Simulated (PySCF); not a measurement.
Job file and geometry (Å, from GFN2-xTB) of an NMR shielding run on `InChI=1S/C6H9FS/c7-4-5-1-2-6(8)3-5/h5H,1-4H2/t5-/m0/s1`, PySCF, GIAO PBE0/pcSseg-1 NMR shielding, non-relativistic, gas phase; density fitting, a coarse starting grid and PySCF grid level 2 are the driver's defaults:

```
$ OMP_NUM_THREADS=1 python probes_run.py task.json out

{"job": {"kind": "nmr", "xc": "PBE0", "basis": "pcSseg-1"}, "charge": 0, "multiplicity": 1}
F      1.918207    -0.602489    -1.672033
C      2.046821    -0.107068    -0.397275
C      0.679914     0.108880     0.238254
C     -0.209102     1.086820    -0.542446
C     -1.621482     0.762106    -0.057262
C     -1.583455    -0.690456     0.300159
S     -2.873077    -1.600638     0.655107
C     -0.168374    -1.167531     0.289985
H      2.600094     0.833806    -0.480983
H      2.635852    -0.839299     0.164577
H      0.843175     0.485760     1.252721
H      0.065156     2.126110    -0.368869
H     -0.122370     0.876718    -1.609639
H     -1.863803     1.330583     0.845880
H     -2.399131     0.977363    -0.789812
H      0.053368    -1.816566     1.137195
H     -0.008791    -1.752070    -0.622515
```

**Question.** What does the program print?

**Answer.** 
```
coarse grid: 14808 points
cycle   1  E = -731.3851473750  dE =  1.070e+00  |g| = 5.336e-01  |ddm| = 3.772e+00
cycle   2  E = -731.3299818733  dE =  5.517e-02  |g| = 7.762e-01  |ddm| = 1.216e+00
cycle   3  E = -731.4432947159  dE = -1.133e-01  |g| = 1.438e-01  |ddm| = 8.084e-01
cycle   4  E = -731.4476619916  dE = -4.367e-03  |g| = 6.780e-02  |ddm| = 2.270e-01
cycle   5  E = -731.4488304554  dE = -1.168e-03  |g| = 1.437e-02  |ddm| = 8.946e-02
cycle   6  E = -731.4488713433  dE = -4.089e-05  |g| = 3.887e-03  |ddm| = 1.650e-02
cycle   7  E = -731.4488740080  dE = -2.665e-06  |g| = 1.083e-03  |ddm| = 4.027e-03
final grid: 138952 points
cycle   8  E = -731.5056558980  dE = -4.141e-05  |g| = 1.141e-02  |ddm| = 4.002e-02
cycle   9  E = -731.5055771379  dE =  7.876e-05  |g| = 2.058e-02  |ddm| = 3.328e-02
cycle  10  E = -731.5056870532  dE = -1.099e-04  |g| = 2.984e-03  |ddm| = 2.512e-02
cycle  11  E = -731.5056893419  dE = -2.289e-06  |g| = 3.457e-04  |ddm| = 3.182e-03
cycle  12  E = -731.5056893600  dE = -1.807e-08  |g| = 1.605e-04  |ddm| = 4.059e-04
cycle  13  E = -731.5056893636  dE = -3.672e-09  |g| = 3.722e-05  |ddm| = 1.329e-04
cycle  14  E = -731.5056893639  dE = -3.065e-10  |g| = 9.820e-06  |ddm| = 5.884e-05
converged SCF energy = -731.5056893639

GIAO shielding tensors (ppm)
atom      isotropic    diamagn.    paramagn.     s11        s22        s33       span
  0 F      440.414     474.058     -33.643    410.582    440.883    469.778     59.197
  1 C      102.563     238.437    -135.874     67.776     86.889    153.025     85.249
  2 C      140.461     249.028    -108.566    122.521    143.000    155.863     33.342
  3 C      156.083     247.920     -91.837    124.987    168.026    175.235     50.247
  4 C      131.381     247.986    -116.605    112.601    116.190    165.354     52.753
  5 C      -98.266     259.919    -358.185   -255.752   -153.361    114.314    370.066
  6 S     -417.771    1055.636   -1473.407  -1615.135   -358.056    719.876   2335.012
  7 C      130.187     248.386    -118.198    109.093    114.430    167.038     57.946
  8 H       26.854      27.779      -0.925     22.436     26.734     31.392      8.956
  9 H       26.885      27.780      -0.894     22.486     26.529     31.641      9.155
 10 H       29.490      32.072      -2.582     26.217     27.757     34.495      8.278
 11 H       29.727      30.584      -0.857     25.080     27.790     36.312     11.232
 12 H       29.313      30.747      -1.434     24.274     29.864     33.800      9.527
 13 H       28.717      29.332      -0.615     24.385     28.309     33.457      9.071
 14 H       28.465      29.230      -0.765     24.157     28.504     32.733      8.576
 15 H       28.655      30.558      -1.904     24.551     28.534     32.878      8.327
 16 H       28.484      29.958      -1.474     23.732     29.955     31.765      8.033
```

**Question.** Turn these shieldings into chemical shifts. Referencing at the same level of theory: CFCl3 for 19F (σ = 170.95 ppm); 13C (σ = 186.93 ppm), 1H (σ = 31.72 ppm) vs TMS; CS2 for 33S (σ = 503.73 ppm).

**Answer.** Averaging equivalent atoms: F 0: -269.5; C 5: 285.2; C 1: 84.4; C 7: 56.7; C 4: 55.5; C 2: 46.5; C 3: 30.8; S 6: 922; H 8: 4.86; H 9: 4.83; H 14: 3.25; H 16: 3.23; H 15: 3.06; H 13: 3.00; H 12: 2.40; H 10: 2.23; H 11: 1.99 ppm. Unscaled 19F shifts against computed CFCl3 carry errors that often reach 10 to 50 ppm.

Size and cost of the density-fitted run: 188 basis functions, 27 s wall time on 1 thread of an Arm Neoverse V2, shared host; peak memory 0.89 GiB.
